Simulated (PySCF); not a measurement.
**First hyperpolarisability: `C1(Cl)=C\C=C/C=C\C=C/1`, C$_{8}$H$_{7}$Cl**

Molfile (atoms numbered from 1):
```
C8H7Cl
     RDKit          3D

 16 16  0  0  0  0  0  0  0  0999 V2000
    3.5644    0.3050    1.5510 Cl  0  0  0  0  0  0  0  0  0  0  0  0
    2.1186    0.0799    0.5952 C   0  0  0  0  0  0  0  0  0  0  0  0
    1.6183   -1.1555    0.4497 C   0  0  0  0  0  0  0  0  0  0  0  0
    0.4600   -1.5148   -0.3737 C   0  0  0  0  0  0  0  0  0  0  0  0
   -0.7765   -0.9958   -0.3018 C   0  0  0  0  0  0  0  0  0  0  0  0
   -1.2486    0.0506    0.6109 C   0  0  0  0  0  0  0  0  0  0  0  0
   -0.7293    1.2776    0.7785 C   0  0  0  0  0  0  0  0  0  0  0  0
    0.4220    1.8464    0.0703 C   0  0  0  0  0  0  0  0  0  0  0  0
    1.6545    1.3279   -0.0259 C   0  0  0  0  0  0  0  0  0  0  0  0
    2.1602   -1.9794    0.9264 H   0  0  0  0  0  0  0  0  0  0  0  0
    0.6184   -2.3551   -1.0609 H   0  0  0  0  0  0  0  0  0  0  0  0
   -1.5483   -1.4467   -0.9377 H   0  0  0  0  0  0  0  0  0  0  0  0
   -2.1740   -0.1829    1.1521 H   0  0  0  0  0  0  0  0  0  0  0  0
   -1.2609    1.9684    1.4442 H   0  0  0  0  0  0  0  0  0  0  0  0
    0.2577    2.8323   -0.3823 H   0  0  0  0  0  0  0  0  0  0  0  0
    2.4306    1.9032   -0.5428 H   0  0  0  0  0  0  0  0  0  0  0  0
  1  2  1  0
  2  3  2  0
  3  4  1  0
  4  5  2  0
  5  6  1  0
  6  7  2  0
  7  8  1  0
  8  9  2  0
  9  2  1  0
  3 10  1  0
  4 11  1  0
  5 12  1  0
  6 13  1  0
  7 14  1  0
  8 15  1  0
  9 16  1  0
M  END
```

Theory: PySCF 2.14.0, quadratic response CAM-B3LYP/aug-cc-pVDZ first hyperpolarisability, Taylor convention, gas phase. Geometry: PBE0-D3(BJ)/def2-SVP.

(1) Give β for the processes computed.

(2) Which lowest excitations, dipole and polarisabilities go with it?

Answers

(1) In au, Taylor convention; the vector part is βᵢ = ⅓ Σⱼ (βᵢⱼⱼ + βⱼᵢⱼ + βⱼⱼᵢ); β∥ is 3/5 of the vector part along the dipole, the dipole points from − to +:
```
                   process  λ (nm)  β vector norm      β∥  β HRS  depolarisation ratio
           static β(0;0,0)       ∞          181.5  -105.7   72.9                  5.57
second harmonic β(−2ω;ω,ω)    1907          194.8  -113.3   78.3                  5.56
         Pockels β(−ω;ω,0)    1907          185.7  -108.1      –                     –
second harmonic β(−2ω;ω,ω)    1064          231.9  -134.6   93.4                  5.52
         Pockels β(−ω;ω,0)    1064          195.8  -113.9      –                     –
```

(2) S1 3.70 eV (f = 0.002); S2 5.35 eV (f = 0.008); S3 5.46 eV (f = 0.016); dipole 1.93 D; isotropic α 109.2 au static, 109.7 au at 1907 nm, 110.6 au at 1064 nm, 111.0 au at 953.5 nm, 115.4 au at 532 nm.
